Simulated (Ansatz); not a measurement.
Pulling on the Si1–H3 bond in BrH3Si (SMILES [SiH3]Br) (multiplicity 1 held, fragments rigid). Energies count from the point at 1.476 Å.
Geometry at that point (charge 0, multiplicity 1):
```xyz
5

Si    -1.477     0.045     0.018
Br     0.757    -0.023    -0.009
H     -1.903     1.423    -0.294
H     -1.937    -0.349     1.364
H     -1.982    -0.897    -0.999
```

Unrestricted levels (U-) break spin symmetry where that is lower.

Cores are frozen in the correlated methods. Filled d and f shells under p-block atoms count as core.

Codes used: Ansatz (a quantum-chemistry and plane-wave program) with Gaussian orbitals. 

Q: What is the computed energy at R = 4.722 Å (U-SCS-MP2/def2-TZVPP)?

A: 95.5 kcal/mol

Q: Predict the energy at R = 4.722 Å from U-B3LYP/def2-TZVPP.

A: 93.3 kcal/mol

Doubts at one or more of the structures used: a spin-contaminated determinant (U-B3LYP/def2-TZVPP, U-SCS-MP2/def2-TZVPP).
